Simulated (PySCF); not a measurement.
# What a mistake does to a calculation on AlH5OSi2

These are calculations, not measurements. They come from PySCF 2.14.0, an open-source quantum chemistry program, on an isolated molecule that a program drew, which may never have been made. The molecule is AlH5OSi2 (charge 0, singlet), drawn as the SMILES string `[Al][O][SiH2][SiH3]`.

Each row is a Hartree-Fock (HF) and frozen-core CCSD(T) single point in the cc-pV(D+d)Z basis, meant for a local HF minimum. Run 1 is clean. Each other run has one planted mistake out of seven kinds, and not every kind appears here: one electron removed, one electron added, multiplicity raised by two, geometry at a saddle point, minimal basis STO-3G, one bond length entered in bohr, all coordinates scaled. The reference is restricted for singlets and unrestricted otherwise, and also for a bond in bohr. Adding or removing an electron swaps singlet and doublet. Electrons count all cores. HOMO and LUMO are orbital energies over both spins, the gradient is its largest component, and the lowest frequency (negative if imaginary) is given only where the gradient is small. Bond lengths are over the 8 bonds as drawn. T1 is the CCSD diagnostic: over 0.02 (restricted) or 0.045 (unrestricted) a single reference is doubtful.

Geometry of the clean run:
```xyz
9
AlH5OSi2, angstrom
Al   -3.6225   -4.3357   -1.0149
O    -2.2586   -3.7038   -0.2173
Si   -0.9714   -3.1190    0.6207
Si    0.5786   -2.1095   -0.8524
H    -0.3067   -4.2197    1.3612
H    -1.4283   -2.1219    1.6200
H     1.7438   -1.5782   -0.1009
H    -0.0570   -0.9875   -1.5888
H     1.0712   -3.0970   -1.8461
```

| run | electrons | basis functions | <S^2> | HOMO (eV) | LUMO (eV) | gradient (hartree/bohr) | lowest frequency (cm^-1) | mean bond (Å) | longest bond (Å) | T1 | HF (hartree) | CCSD(T) (hartree) | mistake |
|---|---|---|---|---|---|---|---|---|---|---|---|---|---|
| 1 | 54 | 108 | 0.000 | -8.77 | 1.52 | 3.1e-05 | 63 | 1.6415 | 2.365 | 0.0155 | -897.66044 | -898.15882 | no fault |
| 2 | 54 | 108 | 0.825 | -8.68 | 1.26 | 8.6e-03 | - | 1.8067 | 2.806 | 0.0445 | -897.55141 | -898.03942 | one bond length entered in bohr |
| 3 | 54 | 108 | 2.002 | -6.20 | -0.37 | 5.4e-03 | - | 1.6415 | 2.365 | 0.0159 | -897.57392 | -898.03953 | multiplicity raised by two |
| 4 | 54 | 37 | 0.000 | -4.76 | 10.46 | 3.5e-02 | - | 1.6415 | 2.365 | 0.0168 | -887.00226 | -887.19796 | minimal basis STO-3G |
| 5 | 54 | 108 | 0.000 | -9.07 | 1.35 | 4.6e-02 | - | 1.8057 | 2.601 | 0.0188 | -897.59234 | -898.10468 | ? |
| 6 | 55 | 108 | 0.775 | 0.56 | 6.46 | 5.6e-02 | - | 1.6415 | 2.365 | 0.0184 | -897.62174 | -898.12775 | ? |

**Which mistake was planted in run 5, and what did it cost?**

The mean and the longest bond both change by the same factor, 1.100, and the gradient is no longer small. So the mistake is: all coordinates scaled. Subtracting run 1 and multiplying by 627.51 kcal/mol a hartree, the energy moved by 42.7 kcal/mol in HF and 34.0 kcal/mol in CCSD(T).

**Which mistake was planted in run 6, and what did it cost?**

It counts 55 electrons, one more than the clean run, at the same geometry and basis. So the mistake is: one electron added. Subtracting run 1 and multiplying by 627.51 kcal/mol a hartree, the energy moved by 24.3 kcal/mol in HF and 19.5 kcal/mol in CCSD(T).

Cautions from the logs. Run 6: the HOMO is above zero, so the electron isn't bound and the energy depends on the basis.
